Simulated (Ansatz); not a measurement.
Species: sum formula Si₂N₂H₇, charge 0, multiplicity 2. It need not be the lowest isomer of its formula. SMILES: [NH][SiH2][SiH2]N
Structure (B3LYP-D3(BJ)/def2-TZVP (Ansatz, a quantum-chemistry and plane-wave program) minimum search):
```
Si
N 1 1.7239
H 2 1.0079 1 120.49
H 2 1.0080 3 111.17 1 149.00
H 1 1.4801 2 108.55 3 -164.92
H 1 1.4852 5 110.48 2 -117.90
Si 1 2.3904 5 107.97 6 -116.26
N 7 1.7221 1 103.68 5 -59.28
H 8 1.0210 7 114.90 1 -87.27
H 7 1.4832 8 109.83 9 156.51
H 7 1.4921 10 108.96 8 129.13
```
Charge 0, spin multiplicity 2.

Wanted: atomisation energy (electronic, to ground-state atoms), in eV. Correlated levels leave the core frozen unless marked. UHF or UKS for open shells. Spin-orbit coupling is left out. Non-relativistic. The coupled-cluster limit lacks core correlation, which all-electron functionals hold. Basis-set limits of correlation are two-point, X^-3; Hartree-Fock from the larger set.

```
level                        program  atomisation energy (eV)
--------------------  --------------  -----------------------
revPBE-D4/def2-TZVPD  Ansatz + dftd4                    34.61
```

Question: Predict the CCSD(T)/CBS(cc-pV(T+d)Z,cc-pV(Q+d)Z) result (Ansatz).

Answer: 34.92 eV, so revPBE-D4/def2-TZVPD differs from it by -0.31 eV.
